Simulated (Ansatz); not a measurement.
C$_{2}$H$_{9}$AlSSi (`C[SiH2][CH2][AlH][SH]`) at its PBE0-D4/def2-TZVP geometry, where that method's forces vanish. The species carries charge 0 and has multiplicity 1.

```
atom    x (Å)    y (Å)    z (Å)
  C1  -0.9096   1.5533  -0.6777
 Si2  -1.2280  -0.1851  -0.0585
  C3   0.2139  -1.3131  -0.4274
 Al4   1.9283  -0.6389   0.1954
  S5   2.1071   0.1214   2.2371
  H6  -0.0549   2.0046  -0.1648
  H7  -0.7045   1.5561  -1.7516
  H8  -1.7754   2.1958  -0.5016
  H9  -1.4392  -0.1464   1.4191
 H10  -2.4882  -0.7014  -0.6666
 H11   0.0231  -2.2788   0.0581
 H12   0.2735  -1.5024  -1.5049
 H13   3.2411  -0.5618  -0.6835
 H14   0.8129  -0.1031   2.5271
```

Q: For each bond, give half the difference of the two atoms' forces along it (eV/Å; positive pushes the atoms apart) under PBE-D4, r2SCAN-D4, B3LYP-D4, ωB97M-V in def2-TZVPP. (An estimate is asked.)

A: Computed: 
| bond | length (Å) | PBE-D4 | r2SCAN-D4 | B3LYP-D4 | ωB97M-V |
| --- | --- | --- | --- | --- | --- |
| C1–Si2 | 1.873 | -0.01 | 0.01 | 0.13 | 0.07 |
| C1–H6 | 1.094 | 0.11 | -0.01 | -0.05 | -0.04 |
| C1–H7 | 1.093 | 0.11 | -0.01 | -0.04 | -0.04 |
| C1–H8 | 1.092 | 0.11 | -0.01 | -0.04 | -0.05 |
| Si2–C3 | 1.867 | 0.01 | 0.01 | 0.10 | 0.06 |
| Si2–H9 | 1.493 | 0.06 | -0.02 | -0.11 | -0.12 |
| Si2–H10 | 1.491 | 0.07 | -0.02 | -0.13 | -0.14 |
| C3–Al4 | 1.945 | -0.02 | -0.01 | 0.06 | 0.03 |
| C3–H11 | 1.098 | 0.11 | 0.01 | -0.05 | -0.04 |
| C3–H12 | 1.096 | 0.11 | 0.00 | -0.06 | -0.05 |
| Al4–S5 | 2.186 | 0.12 | 0.04 | 0.11 | 0.05 |
| Al4–H13 | 1.582 | 0.03 | -0.03 | -0.16 | -0.16 |
| S5–H14 | 1.345 | 0.26 | 0.01 | -0.03 | -0.09 |

B3LYP here is the variant with VWN-RPA as its local correlation; programs differ in this.
